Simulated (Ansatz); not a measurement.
Geometry optimisation, RKS PBE-D4/def2-SVP in Ansatz.

Input:

```yaml
crystal:
  periodic: [false, false, false]
  atoms:
    - { symbol: Si, position_ang: [-0.258772, 0.589354, -0.208764] }
    - { symbol: O, position_ang: [0.350137, 1.646996, 1.02749] }
    - { symbol: C, position_ang: [1.347343, 0.41442, -1.157477] }
    - { symbol: H, position_ang: [1.929025, 1.094034, -0.530596] }
    - { symbol: H, position_ang: [-1.356661, 1.250558, -1.002194] }
    - { symbol: Si, position_ang: [-1.071951, -1.423108, 0.717415] }
    - { symbol: H, position_ang: [-0.31305, 1.902426, 1.693537] }
    - { symbol: H, position_ang: [1.334038, 0.769478, -2.206137] }
    - { symbol: H, position_ang: [1.794167, -0.595415, -1.119814] }
    - { symbol: H, position_ang: [-2.294623, -1.190519, 1.569303] }
    - { symbol: H, position_ang: [-0.024321, -2.061759, 1.592671] }
    - { symbol: H, position_ang: [-1.435432, -2.396465, -0.375434] }
basis:
  gaussian: { orbitals: def2-SVP }
hamiltonian:
  xc: pbe
  dispersion: d4
relax:
  f_tol: 0.03
  max_steps: 50
```

Command:

```bash
$ ansatz run input.yaml --threads 2 --pin off --max-ram 3072MiB --backend cpu --events-out ev --progress --plain --runs-dir out
```

Where does it end, and by what steps?

The run converged. The force dipped under the threshold on the way, but the program's further checks kept it going. After 15 steps the energy has fallen by 0.185 eV; H8 moved furthest, 0.93 Å.

```tsv
step	energy less start (eV)	largest force component (eV/Å)	accepted
0	0.0000	0.694	yes
1	-0.0925	0.776	yes
2	0.0823	1.722	no
3	-0.1126	0.911	yes
4	-0.1290	0.125	yes
5	-0.1373	0.053	yes
6	-0.1236	0.741	no
7	-0.1458	0.033	yes
8	-0.1522	0.234	yes
9	-0.1553	0.467	yes
10	-0.1753	0.140	yes
11	-0.1825	0.020	yes
12	-0.1704	0.431	no
13	-0.1837	0.125	yes
14	-0.1842	0.052	yes
15	-0.1851	0.004	yes
```

```xyz
12
Properties=species:S:1:pos:R:3
Si -0.171 0.675 -0.092
O 0.291 1.593 1.253
C 1.384 0.418 -1.113
H 1.830 1.396 -1.386
H -1.210 1.403 -0.920
Si -1.091 -1.385 0.611
H -0.418 1.756 1.900
H 1.150 -0.130 -2.048
H 2.139 -0.162 -0.546
H -2.270 -1.163 1.526
H -0.069 -2.190 1.373
H -1.564 -2.211 -0.559
```

Run time: 31 s on 2 threads of Arm Neoverse V1, on a shared host, peak memory 0.14 GiB.
